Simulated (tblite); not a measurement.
A geometry optimisation, step by step.

Trimethylphosphine selenide, C3H9PSe.
SMILES with atom numbers: `[CH3:1][P:2]([CH3:3])([CH3:4])=[Se:5]` (hydrogens: H6, H7, H8 on C1; H9, H10, H11 on C3; H12, H13, H14 on C4)

Computed with GFN2-xTB (tblite), gas phase: L-BFGS steps from a force-field or distance-geometry start until the largest atomic force falls under 0.01 eV/Å. 8 of its 108 geometries are shown.

Step 0: E = -454.9484 eV, largest atomic force 1.825 eV/Å
```
atom  x, y, z in Å  |  force x, y, z in eV/Å
C1      1.357   -0.890   -0.526   -0.302   0.169  -0.559
P2      0.162    0.025    0.523    0.212   0.559  -0.082
C3     -0.057    1.613   -0.310   -0.236   1.152  -1.396
C4     -1.394   -0.911    0.402   -0.593  -0.459   0.560
Se5     0.686    0.649    2.430    0.368  -0.431   1.016
H6      1.173   -0.575   -1.589    0.297  -0.404   0.870
H7      1.125   -1.960   -0.407    0.567   0.374  -0.051
H8      2.362   -0.590   -0.197   -0.282  -0.424  -0.239
H9      0.067    2.466    0.394   -0.250  -0.752  -0.373
H10    -1.054    1.659   -0.796    0.483   0.136   0.298
H11     0.697    1.762   -1.116   -0.383  -0.181   0.477
H12    -1.292   -1.787   -0.260   -0.023   0.212   0.469
H13    -1.674   -1.201    1.461    0.158   0.160  -1.272
H14    -2.160   -0.261   -0.030   -0.016  -0.111   0.280
```

Step 15: E = -455.2753 eV, largest atomic force 0.125 eV/Å
```
atom  x, y, z in Å  |  force x, y, z in eV/Å
C1      1.345   -0.863   -0.498    0.054  -0.029  -0.087
P2      0.156    0.090    0.526    0.031  -0.054  -0.006
C3     -0.091    1.671   -0.392    0.012  -0.013  -0.001
C4     -1.410   -0.869    0.413   -0.090  -0.009  -0.047
Se5     0.789    0.355    2.504    0.056   0.045   0.102
H6      1.197   -0.647   -1.553   -0.028  -0.047  -0.054
H7      1.211   -1.929   -0.318    0.002   0.029   0.062
H8      2.359   -0.590   -0.211   -0.017   0.061   0.031
H9     -0.007    2.491    0.321   -0.046  -0.045  -0.031
H10    -1.070    1.699   -0.870    0.059   0.005   0.021
H11     0.688    1.779   -1.146   -0.023   0.020   0.038
H12    -1.270   -1.733   -0.234   -0.024  -0.018   0.023
H13    -1.679   -1.198    1.416    0.056  -0.015  -0.050
H14    -2.216   -0.257    0.020   -0.042   0.068  -0.003
```

Step 31: E = -455.3100 eV, largest atomic force 0.135 eV/Å
```
atom  x, y, z in Å  |  force x, y, z in eV/Å
C1      1.367   -0.888   -0.504   -0.025   0.026   0.004
P2      0.162    0.058    0.507    0.010  -0.096   0.094
C3     -0.093    1.645   -0.380    0.026   0.031   0.006
C4     -1.451   -0.836    0.390    0.035   0.031   0.022
Se5     0.863    0.330    2.469   -0.063  -0.016  -0.006
H6      1.114   -0.884   -1.562   -0.044  -0.038   0.024
H7      1.421   -1.907   -0.121   -0.056   0.006  -0.029
H8      2.340   -0.422   -0.352    0.003   0.026  -0.026
H9     -0.143    2.426    0.373   -0.055   0.086   0.072
H10    -1.014    1.640   -0.955    0.007  -0.023  -0.084
H11     0.755    1.850   -1.025    0.064  -0.013  -0.070
H12    -1.399   -1.640   -0.343    0.013   0.035   0.058
H13    -1.691   -1.240    1.374    0.076  -0.040  -0.080
H14    -2.233   -0.134    0.108    0.009  -0.016   0.015
```

Step 46: E = -455.3563 eV, largest atomic force 0.123 eV/Å
```
atom  x, y, z in Å  |  force x, y, z in eV/Å
C1      1.335   -0.906   -0.508    0.028  -0.017  -0.014
P2      0.181    0.067    0.535   -0.033   0.014   0.008
C3     -0.048    1.643   -0.377   -0.002   0.029  -0.025
C4     -1.434   -0.797    0.389   -0.013  -0.034   0.015
Se5     0.779    0.299    2.535    0.055   0.024  -0.080
H6      0.871   -1.180   -1.456    0.043   0.034   0.061
H7      1.608   -1.803    0.049    0.010   0.011  -0.054
H8      2.235   -0.316   -0.693   -0.070  -0.068   0.075
H9     -0.399    2.391    0.335   -0.017  -0.029  -0.066
H10    -0.773    1.520   -1.181    0.060   0.029   0.021
H11     0.909    1.967   -0.785   -0.039   0.010   0.049
H12    -1.466   -1.430   -0.497   -0.025   0.043   0.048
H13    -1.569   -1.401    1.286   -0.006  -0.026  -0.070
H14    -2.231   -0.055    0.346    0.007  -0.021   0.033
```

Step 61: E = -455.4026 eV, largest atomic force 0.099 eV/Å
```
atom  x, y, z in Å  |  force x, y, z in eV/Å
C1      1.283   -0.938   -0.492    0.034  -0.049  -0.036
P2      0.165    0.083    0.534   -0.009   0.007  -0.026
C3     -0.019    1.636   -0.417   -0.055   0.018   0.039
C4     -1.448   -0.788    0.429   -0.001   0.071  -0.032
Se5     0.879    0.424    2.471   -0.007  -0.019   0.095
H6      0.793   -1.268   -1.406    0.017  -0.005   0.016
H7      1.599   -1.798    0.099   -0.004   0.002  -0.041
H8      2.159   -0.341   -0.741    0.051  -0.020   0.038
H9     -0.718    2.280    0.115    0.006   0.004  -0.013
H10    -0.363    1.474   -1.436    0.008  -0.047   0.000
H11     0.960    2.114   -0.418   -0.034   0.036  -0.039
H12    -1.608   -1.117   -0.596   -0.091  -0.039   0.001
H13    -1.433   -1.645    1.103    0.038   0.042  -0.038
H14    -2.249   -0.116    0.733    0.046  -0.002   0.035
```

Step 76: E = -455.4243 eV, largest atomic force 0.058 eV/Å
```
atom  x, y, z in Å  |  force x, y, z in eV/Å
C1      1.306   -0.952   -0.489   -0.018   0.003   0.007
P2      0.182    0.091    0.515   -0.024   0.004   0.004
C3     -0.034    1.634   -0.451   -0.004  -0.020  -0.014
C4     -1.440   -0.763    0.448    0.010   0.023  -0.052
Se5     0.863    0.416    2.470    0.008   0.010   0.012
H6      0.880   -1.179   -1.464   -0.022   0.005  -0.020
H7      1.487   -1.873    0.062    0.004  -0.018   0.002
H8      2.252   -0.428   -0.610    0.011   0.021   0.021
H9     -0.846    2.207   -0.008   -0.006   0.015   0.036
H10    -0.254    1.430   -1.496   -0.001  -0.030  -0.020
H11     0.884    2.214   -0.369   -0.002  -0.013  -0.007
H12    -1.751   -0.975   -0.573    0.037   0.015  -0.010
H13    -1.347   -1.691    1.010   -0.020   0.002   0.010
H14    -2.182   -0.130    0.934    0.027  -0.016   0.031
```

Step 92: E = -455.4287 eV, largest atomic force 0.020 eV/Å
```
atom  x, y, z in Å  |  force x, y, z in eV/Å
C1      1.316   -0.944   -0.479   -0.004   0.010  -0.003
P2      0.188    0.090    0.529    0.001   0.001   0.002
C3     -0.050    1.616   -0.456    0.002   0.003  -0.006
C4     -1.434   -0.758    0.445    0.003  -0.007   0.006
Se5     0.871    0.430    2.481   -0.004   0.004   0.002
H6      0.929   -1.090   -1.484   -0.012  -0.011  -0.009
H7      1.440   -1.904    0.019   -0.002  -0.001   0.005
H8      2.283   -0.446   -0.521    0.018   0.002   0.008
H9     -0.814    2.220    0.033    0.012   0.010  -0.003
H10    -0.352    1.382   -1.474   -0.009   0.010  -0.007
H11     0.884    2.175   -0.462   -0.001  -0.007   0.007
H12    -1.730   -0.945   -0.584   -0.007  -0.002  -0.001
H13    -1.359   -1.698    0.991    0.004  -0.010  -0.004
H14    -2.172   -0.129    0.940   -0.001  -0.002   0.001
```

Step 107: E = -455.4295 eV, largest atomic force 0.009 eV/Å
```
atom  x, y, z in Å  |  force x, y, z in eV/Å
C1      1.316   -0.939   -0.476    0.002   0.000   0.002
P2      0.182    0.094    0.527   -0.003   0.001  -0.005
C3     -0.052    1.620   -0.459    0.000  -0.001   0.003
C4     -1.432   -0.768    0.443   -0.001  -0.002  -0.002
Se5     0.856    0.441    2.481    0.000   0.000  -0.002
H6      0.944   -1.069   -1.489   -0.003  -0.001   0.001
H7      1.420   -1.906    0.013    0.001  -0.004   0.003
H8      2.291   -0.455   -0.494    0.001   0.003  -0.001
H9     -0.771    2.253    0.059   -0.002   0.001   0.002
H10    -0.405    1.396   -1.463    0.000  -0.003   0.000
H11     0.901    2.145   -0.505    0.007   0.004  -0.003
H12    -1.728   -0.959   -0.586    0.000   0.003   0.003
H13    -1.346   -1.707    0.989    0.000   0.002  -0.003
H14    -2.176   -0.146    0.938   -0.002  -0.003   0.002
```

Question: Summarise the path.

Answer: The energy falls by 11.10 kcal/mol from step 0 to step 107; nine tenths of that is first reached at step 53. It rises by more than 0.2 meV at step 38. The largest force goes from 1.825 to 0.009 eV/Å. Among the bonds C4–H13 changes most, from 1.134 to 1.089 Å; the atoms move by 0.638 Å rms after alignment.

The cost below is that of the whole relaxation. Time: 0.46 s of wall time. Hardware: AMD EPYC 9R45, one thread, on a shared host.
